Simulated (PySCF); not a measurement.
C2H5ClSi2, SMILES ClC1=C[SiH2][SiH2]1. Heavy atoms are numbered as in [Cl:1][C:2]1=[CH:3][SiH2:4][SiH2:5]1. Hydrogens are named by the atom that carries them.

Geometry: r2SCAN-D4/def2-SVP. This is a generated structure with no PubChem entry under its InChIKey; it may be hypothetical.

Calculation: PySCF with PBE/def2-TZVP.

Atomic charges (e), one atom of each kind:

```csv
atom,Mulliken,IAO
Cl1,-0.10,-0.02
C2,0.03,-0.25
C3 (CH),-0.20,-0.40
Si4 (SiH2),0.10,0.44
Si5 (SiH2),0.09,0.43
H on C3,0.12,0.16
H on Si4,-0.01,-0.10
H on Si5,0.00,-0.09
```

Computed Mayer and Wiberg (Löwdin basis) orders of the bonds:
```csv
bond,Mayer,Wiberg
Cl1–C2,1.05,1.73
C2–C3,1.75,1.98
C3–Si4,0.99,1.12
C2–Si5,0.93,1.09
Si4–Si5,0.95,1.05
```
